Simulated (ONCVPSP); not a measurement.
## In (Z = 49), ONCV: configuration errors across variants

indium (In), optimised norm-conserving Vanderbilt (ONCV), made with ONCVPSP 4.0.1 (LDA (Perdew-Zunger), fully relativistic). Core [Kr] 4d10, reference 5s2 5p1. Waves: 5s: rc 1.70 bohr, ncon 3, nbas 7, qcut 4 1/bohr, 3 projectors, debl 0.8 Ha; 5p: rc 2.25 bohr, ncon 3, nbas 7, qcut 3.7 1/bohr, 2 projectors, debl 1.6 Ha. Local part: polynomial inside 1.50 bohr (lpopt 3, dvloc0 0 Ha). Core correction: Teter function, fcfact 5, rcfact 1.5.

Open shells are filled in proportion to 2j + 1.

All-electron excitation energies from the reference (eV): (1) 5s2 5p0 5.606; (2) 5s1 5p0 25.267; (3) 5s2 5p0.5 2.051; (4) 5s1 5p1 12.287.

1 further variants failed, have other tests or too few solved ones, and are left out.

A true bound ghost makes a file unfit for plane-wave use even where its test errors are small: the radial tests pick states by their node count and pass the ghost by.

Errors AE − PS in meV (a dash: test not solved or not reliable):

```json
{"change": "base", "(1)": "-46", "(2)": "-337", "(3)": "-7.8", "(4)": "-72", "bound ghosts": "s", "GHOST(+) flags above zero": "p3/2"}
{"change": "s: qcut 2.5", "(1)": "-46", "(2)": "-337", "(3)": "-7.8", "(4)": "-73", "bound ghosts": "s", "GHOST(+) flags above zero": "s, p3/2"}
{"change": "s: qcut 2.9", "(1)": "-46", "(2)": "-337", "(3)": "-7.8", "(4)": "-73", "bound ghosts": "s", "GHOST(+) flags above zero": "p3/2"}
{"change": "s: qcut 3.4", "(1)": "-46", "(2)": "-337", "(3)": "-7.8", "(4)": "-72", "bound ghosts": "s", "GHOST(+) flags above zero": "p3/2"}
{"change": "s: qcut 3.6", "(1)": "-46", "(2)": "-337", "(3)": "-7.8", "(4)": "-72", "bound ghosts": "s", "GHOST(+) flags above zero": "p3/2"}
{"change": "s: qcut 4.1", "(1)": "-46", "(2)": "-337", "(3)": "-7.8", "(4)": "-72", "bound ghosts": "s", "GHOST(+) flags above zero": "p3/2"}
{"change": "s: qcut 4.7", "(1)": "-46", "(2)": "-337", "(3)": "-7.8", "(4)": "-73", "bound ghosts": "s", "GHOST(+) flags above zero": "p3/2"}
{"change": "s: qcut 6.1", "(1)": "-46", "(2)": "-340", "(3)": "-7.8", "(4)": "-73", "bound ghosts": "s", "GHOST(+) flags above zero": "p3/2"}
```

(1) Give the same row for: s: qcut 5.5.

## Answers

(1) -46, -337, -7.8, -73; bound ghosts: s; GHOST(+) flags above zero: p3/2.
